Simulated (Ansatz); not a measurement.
`O=C(O)[TeH]` → H₂Te + carbon dioxide at 400 K and 1 bar (decarboxylation).

Isolated molecules relaxed with PBE0-D4/def2-TZVP in Ansatz; ΔE leaves out vibrations. CCSD(T)/CBS is the MP2 limit (def2-TZVPP, def2-QZVPP) plus CCSD(T) − MP2 in def2-TZVPP, frozen cores. This one scheme is used for every species. def2 core potentials past Kr. For Te outer-core shells are correlated without core-valence functions, which leaves a few kJ/mol of doubt a bond. Each species was taken in one conformer, which may not be the lowest.

```
      species  CCSD(T)/CBS energy (Eh)  H − E (kJ/mol)  S (J/(mol·K))
`O=C(O)[TeH]`               -457.32249           104.0          334.1
         H₂Te               -268.91024            45.0          239.1
      `O=C=O`               -188.42285            44.5          224.9
```

H − E and S are ideal-gas, rigid-rotor, harmonic terms from PBE0-D4/def2-TZVP, for one conformer and one mirror image of each species. 1 Eh = 2625.50 kJ/mol, R = 8.31446 J/(mol·K).

Task: By hand: ΔE, ΔH, ΔS and ΔG.

Result: ΔE = (-268.91024) + (-188.42285) − (-457.32249) = -0.01060 Eh = -27.8 kJ/mol. Δ(H − E) = 45.0 + 44.5 − 104.0 = -14.5, so ΔH = -42.3 kJ/mol. ΔS = 239.1 + 224.9 − 334.1 = 129.9 J/(mol·K). ΔG = -42.3 − 400 × (129.9)/1000 = -94.3 kJ/mol.

Task: By hand: the equilibrium constant, and the temperature at which ΔG would vanish if ΔH and ΔS stayed fixed.

Result: log₁₀ K = −ΔG/(RT ln 10) = 12.3. ΔH and −TΔS have one sign here, so there is no such temperature.

The number of gas molecules changes by +1, which sets the sign of ΔS. A doubt of 5 kJ/mol in ΔE shifts log₁₀ K by 0.7 here. Other conformers and mirror images would add mixing entropy, several J/(mol·K) or more a flexible species. These are equilibria of isolated gas molecules and say nothing of rates. Largest T1 diagnostic: 0.018 (customary marks: 0.02 for closed shells, 0.045 for open ones).
